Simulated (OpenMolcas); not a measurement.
Ionisation energies of sulfur

- Program: OpenMolcas
- Basis: ANO-R3 [6s5p4d3f1g]
- Scalar Hamiltonian: X2C, finite nucleus
- Spin-orbit coupling: state interaction with AMFI integrals over the reference wave functions, term energies averaged over their components

Active shells in each charge state: the valence s, p shells, with orbitals averaged over the low states. Where CASPT2's correlated closed shells are named, they are those of the first ion.

A. CASSCF
B. SS-CASPT2, IPEA 0.25 Eh, imaginary shift 0.1 Eh (closed shells correlated: 2s 2p)
C. SS-CASPT2, IPEA 0 Eh, imaginary shift 0.1 Eh (closed shells correlated: 2s 2p)

Energies in eV between the lowest computed levels (charge -1 gives the electron affinity), named as in B; reference values from the NIST Atomic Spectra Database with their kind.

| From | To | A | B | C | Spin-orbit share in B | Reference |
| --- | --- | --- | --- | --- | --- | --- |
| S- 3s² 3p⁵ ²P°_3/2 | S 3s² 3p⁴ ³P₂ | 0.749 | 1.719 | 1.603 | -0.005 |  |
| S 3s² 3p⁴ ³P₂ | S+ 3s² 3p³ ⁴S°_3/2 | 9.035 | 10.115 | 10.031 | +0.023 | 10.360 (measured) |
| S+ 3s² 3p³ ⁴S°_3/2 | S2+ 3s² 3p² ³P₀ | 22.402 | 23.265 | 23.377 | -0.063 | 23.338 (measured) |
| S2+ 3s² 3p² ³P₀ | S3+ 3s² 3p ²P°_1/2 | 33.716 | 34.643 | 34.758 | -0.007 | 34.860 (semi-empirical) |
| S3+ 3s² 3p ²P°_1/2 | S4+ 3s² ¹S₀ | 45.992 | 47.079 | 47.194 | +0.071 | 47.222 (semi-empirical) |
| S4+ 3s² ¹S₀ | S5+ 3s ²S_1/2 | 72.177 | 72.484 | 72.486 | +0.000 | 72.594 (measured) |
| S5+ 3s ²S_1/2 | S6+ 2p⁶ ¹S₀ | 87.567 | 87.961 | 87.966 | +0.000 | 88.053 (measured) |

Error against the reference values, in %:

```csv
From,Reference,A,B,C
S,measured,-12.8,-2.4,-3.2
S+,measured,-4.0,-0.3,+0.2
S2+,semi-empirical,-3.3,-0.6,-0.3
S3+,semi-empirical,-2.6,-0.3,-0.1
S4+,measured,-0.6,-0.2,-0.1
S5+,measured,-0.6,-0.1,-0.1
```

Mean absolute error over the 4 measured values: A 0.79 eV, B 0.13 eV, C 0.14 eV.

No diffuse functions were added, so the electron affinity comes out too small, and without dynamic correlation a bound anion can come out unbound.

° marks odd parity.
